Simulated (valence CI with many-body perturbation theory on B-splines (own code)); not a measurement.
## Cr¹⁸⁺: calculated level list

Calculated by configuration interaction combined with many-body perturbation theory (CI+MBPT): four valence electrons over a frozen Dirac-Fock core [He], a basis of 11 s, 11 p, 10 d, 8 f, 5 g, 2 h functions for each j, with the one-electron correlation potential Σ1, the two-electron term Σ2, the three-electron term Σ3, Breit, model QED; selected CI, second order for the rest, scaled by the run's own slope (own B-spline code, finite nucleus).

No measured levels were compared; by estimate levels of excited configurations hold to 0.05 to 0.15 % of their energy, terms of the ground configuration to about 0.5 %. Among the levels kept, up to 850 cm⁻¹ of a level comes from second order outside the variational space, and about a tenth of that is noise between levels of different J, which matters for small intervals.

Levels 91 to 135 of 190, with energies above the lowest level, 2s2 2p2 3P_0. "Leading %" is the weight of the configuration and term that name the level; weights of strongly mixed levels are sums over their largest components and can fall short, so below about 35 % the name and the second component can differ from the true leading terms, or belong to a minority configuration. Lifetimes count E1, E2, E3, M1 and M2 decay at the calculated energies, and are blank where another channel may lead or the interval is too uncertain; long ones can be off by a factor of two.

| No. | Configuration | Term | J | E (eV) | Leading % | g | Lifetime |
| --- | --- | --- | --- | --- | --- | --- | --- |
| 91 | 2s 2p2 3d | 5P | 1 | 890.66 | 92 | 2.431 | 54.5 fs |
| 92 | 2s 2p2 3p | 3F° | 3 | 891.57 | 94 | 1.092 | 4.59 ps |
| 93 | 2s 2p2 3d | 3F | 3 | 891.77 | 90 | 1.110 | 162 fs |
| 94 | 2s 2p2 3p | 1D° | 2 | 892.83 | 55 | 0.939 | 284 fs |
| 95 | 2s 2p2 3d | 3P | 0 | 892.96 | 93 |  | 161 fs |
| 96 | 2s 2p2 3p | 3D° | 1 | 893.16 | 73 | 0.654 | 505 fs |
| 97 | 2s 2p2 3p | 3F° | 4 | 893.53 | 96 | 1.255 | 128 ps |
| 98 | 2s 2p2 3s | 3P | 1 | 893.90 | 47 | 1.710 | 541 fs |
| 99 | 2s 2p2 3p | 1F° | 3 | 894.77 | 87 | 1.037 | 221 fs |
| 100 | 2s 2p2 3p | 3D° | 2 | 895.02 | 91 | 1.188 | 1.55 ps |
| 101 | 2s 2p2 3s | 3P | 2 | 895.65 | 92 | 1.481 | 622 fs |
| 102 | 2s 2p2 3d | 3F | 4 | 896.02 | 91 | 1.253 | 160 fs |
| 103 | 2s 2p2 3p | 3D° | 3 | 896.32 | 90 | 1.311 | 1.17 ps |
| 104 | 2s 2p2 3p | 1P° | 1 | 896.59 | 68 | 0.910 | 227 fs |
| 105 | 2s 2p2 3s | 1P | 1 | 897.58 | 80 | 1.070 | 281 fs |
| 106 | 2s 2p2 3s | 1S | 0 | 898.20 | 74 |  | 814 fs |
| 107 | 2s 2p2 3p | 3P° | 0 | 898.34 | 87 |  | 2.71 ps |
| 108 | 2s 2p2 3p | 3P° | 1 | 899.02 | 89 | 1.469 | 1.29 ps |
| 109 | 2s 2p2 3d | 3D | 1 | 899.46 | 90 | 0.571 | 109 fs |
| 110 | 2s 2p2 3d | 3D | 2 | 900.05 | 85 | 1.163 | 110 fs |
| 111 | 2s 2p2 3p | 3P° | 2 | 900.31 | 85 | 1.453 | 866 fs |
| 112 | 2s 2p2 3d | 3D | 3 | 900.78 | 91 | 1.311 | 95.6 fs |
| 113 | 2s 2p2 3p | 3P° | 0 | 903.74 | 74 |  | 1.02 ps |
| 114 | 2s 2p2 3p | 3D° | 1 | 906.73 | 54 | 0.838 | 681 fs |
| 115 | 2s 2p2 3p | 3D° | 2 | 908.82 | 49 | 1.297 | 1.46 ps |
| 116 | 2s 2p2 3p | 3P° | 1 | 909.14 | 71 | 1.432 | 617 fs |
| 117 | 2s 2p2 3d | 3G | 3 | 913.46 | 90 | 0.775 | 7.00 ps |
| 118 | 2s 2p2 3p | 1S° | 0 | 914.14 | 60 |  | 3.31 ps |
| 119 | 2s 2p2 3d | 3G | 4 | 914.34 | 90 | 1.068 | 987 fs |
| 120 | 2s 2p2 3d | 3G | 5 | 915.47 | 97 | 1.204 | 252 ps |
| 121 | 2s 2p2 3d | 3F | 2 | 915.67 | 94 | 0.688 | 66.9 fs |
| 122 | 2s 2p2 3d | 3F | 3 | 916.26 | 81 | 1.076 | 71.1 fs |
| 123 | 2s 2p2 3d | 3F | 4 | 916.74 | 85 | 1.224 | 69.2 fs |
| 124 | 2s 2p2 3d | 3D | 1 | 917.01 | 96 | 0.515 | 66.2 fs |
| 125 | 2s 2p2 3p | 1P° | 1 | 917.22 | 47 | 0.901 | 327 fs |
| 126 | 2s 2p2 3d | 3D | 2 | 917.55 | 95 | 1.171 | 66.7 fs |
| 127 | 2s 2p2 3p | 3D° | 3 | 917.79 | 91 | 1.323 | 805 fs |
| 128 | 2s 2p2 3p | 3P° | 2 | 917.79 | 62 | 1.378 | 1.88 ps |
| 129 | 2s 2p2 3d | 3D | 3 | 917.95 | 73 | 1.253 | 79.2 fs |
| 130 | 2s 2p2 3p | 3S° | 1 | 919.14 | 54 | 1.787 | 385 fs |
| 131 | 2s 2p2 3p | 3P° | 2 | 919.22 | 74 | 1.426 | 734 fs |
| 132 | 2s 2p2 3p | 3P° | 0 | 919.52 | 93 |  | 2.62 ps |
| 133 | 2s 2p2 3d | 1F | 3 | 919.68 | 55 | 1.093 | 126 fs |
| 134 | 2s 2p2 3p | 3P° | 1 | 920.25 | 58 | 1.470 | 638 fs |
| 135 | 2s 2p2 3d | 3P | 0 | 921.12 | 98 |  | 80.6 fs |

Names give the largest LS component (configuration and term), which can be under half, so a name can repeat, a term be missing and a line seem to break the LS rules; names also repeat where a configuration has a term twice.
